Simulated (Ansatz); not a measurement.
Program: Ansatz. Geometries: PBE0-D4/def2-TZVP. ΔE: electronic, gas phase. CBS: MP2 limit from def2 TZ/QZ plus the TZ coupled-cluster correction, frozen cores. This one scheme is used for every species. DFT in def2-TZVPP. B3LYP here is the variant with VWN-RPA as its local correlation; programs differ in this. One conformer a species, not always the lowest.

`B[SiH2]OC` + CH₄ → `CO[SiH2]C` + BH₃  (formal exchange of groups at the Si–B bond)

```tsv
level	ΔE (eV)
revPBE-D4	-0.08
B3LYP-D4	-0.15
CAM-B3LYP-D4	-0.17
PBE-QIDH	-0.17
revPBE	-0.02
r2SCANh	-0.13
HF/def2-QZVPP	-0.23
MP2/CBS(def2)	-0.25
```

What does CCSD(T)/CBS give? (Estimate.)

Ansatz gave: -0.18 eV. The listed levels differ from it by 0.10, 0.03, 0.01, 0.01, 0.16, 0.05, -0.05, -0.07 eV.

Largest T1 diagnostic among the species: 0.011.

From r2SCAN to r2SCAN0 (25 % exact exchange), in def2-TZVPP and without D4, ΔE moves by −0.03 eV. At CCSD(T), def2-SVP lies +0.06 eV from the extrapolated value and def2-TZVPP +0.00 eV.
